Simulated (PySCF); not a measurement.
Ag(2+): excitation energy

Ag(2+) [Kr] 4d9 (2D) → Ag(2+) [Kr] 4d8 5p1 (high-spin determinant), as a difference of total energies. Calculation: PySCF 2.14, in def2-TZVPPD with the def2 core potential (28 electrons); a scalar-relativistic core potential. Correlated levels: valence and next inner shell: nothing frozen outside the core potential. The calculations carry no spin-orbit coupling.

| method | excitation energy (eV) |
| --- | --- |
| UHF | 14.117 |
| MP2 (valence and next inner shell) | 15.185 |
| SCS-MP2 (valence and next inner shell) | 15.130 |
| CCSD (valence and next inner shell) | 14.925 |
| CCSD(T) (valence and next inner shell) | 14.931 |

How much does correlation contribute at CCSD(T) (valence and next inner shell)?

14.931 − (14.117) = 0.814 eV, measured against UHF.

The determinant of the upper state mixes LS terms, which raises its energy above the lowest term, most at the Hartree-Fock and MP2 levels.
